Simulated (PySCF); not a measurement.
Pb(Cl)(OMe) (CH3ClOPb), SMILES [Pb]([O]C)[Cl] (connectivity only; charge and spin as stated), neutral, multiplicity 1. Geometry optimised at B3LYP-D3(BJ)/def2-SVP. The def2 effective core potentials stand for the cores of Pb; spin–orbit coupling is left out. The values are those of a single conformer.

The numbers are results of PySCF with B3LYP-D3(BJ)/def2-SVP, not measurements.

Harmonic wavenumbers (cm⁻¹): 110, 114, 136, 241, 305, 472, 1107, 1163, 1184, 1461, 1468, 1474, 2966, 3032, 3049. Rotational constants (GHz): 2.563, 2.452, 1.263; symmetry number 1.

**Question.** Work out the zero-point energy and the ideal-gas rigid-rotor harmonic-oscillator thermochemistry at 298.15 K and 1 atm.

**Answer.** ZPE = ½ Σ hcν = ½ × 18280 cm⁻¹ = 26.13 kcal/mol. H − E(el) = 30.59 kcal/mol. Entropy in cal/(mol K): translation 42.72, rotation 28.10, vibration 13.45, total 84.26. G − E(el) = 5.47 kcal/mol. Cp = 19.47 cal/(mol K). Modes under 150 cm⁻¹ make the vibrational entropy uncertain.
